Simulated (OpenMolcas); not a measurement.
## Tm2+: moving the ligands

Tm2+ with 8 ligands (fluoride) in square antiprismatic coordination (D4d) at 2.47 Å, a polar angle of 61.9° against the regular 57.3°. A charge of +0.75 e stands 2.4 Å behind each ligand. Ligand basis ANO-RCC-VDZP.
```
Tm    0.0000    0.0000    0.0000
F     2.0127    0.8337    1.1640
F    -0.8337    2.0127    1.1640
F    -2.0127   -0.8337    1.1640
F     0.8337   -2.0127    1.1640
F     2.0127   -0.8337   -1.1640
F     0.8337    2.0127   -1.1640
F    -2.0127    0.8337   -1.1640
F    -0.8337   -2.0127   -1.1640
```

```yaml
Program: OpenMolcas
Method: "SS-CASPT2, IPEA 0.25 Eh, imaginary shift 0.1 Eh (closed shells correlated: 5s 5p and the ligand valence shells)"
Basis: ANO-RCC-VDZP [7s6p4d2f1g]
Scalar_Hamiltonian: DKH2, point nucleus
Active_space: 13 electrons in 7 orbitals (4f)
State_averaging: 2S+1 = 2 odd, 7 roots
Spin-orbit_coupling: RASSI with atomic mean-field integrals over the reference wave functions
```

Runs around this geometry, states. Energies in cm-1 above the lowest state or level, χT in cm3 K/mol.

```
R (Å)  Ground state  First state of that spin  First gap with spin-orbit (degeneracies)  Width of lowest J  χT at 300 K
 2.38      2S+1 = 2                       410                                350 (2, 2)                972        2.426
 2.47      2S+1 = 2                       410                                350 (2, 2)                894        2.436
 2.62      2S+1 = 2                       400                                340 (2, 2)                771        2.454
```

Taking the width of the lowest J multiplet as R^-n, n = -ln(771 / 972) / ln(2.62 / 2.38) = 2.4 between the shortest and longest distance.

Over all roots computed the reference weight is 0.62 in R = 2.38, 0.62 in R = 2.47, 0.62 in R = 2.62; a low but even weight reflects the number of correlated electrons. Splittings of an f shell from a small cluster at a set distance can be off by tens of per cent, mostly too small. No measured value stands beside these numbers; the geometry is a model, was not optimised and need not be the one that this ion takes.

A state without a sure symmetry label is named by its multiplicity alone.
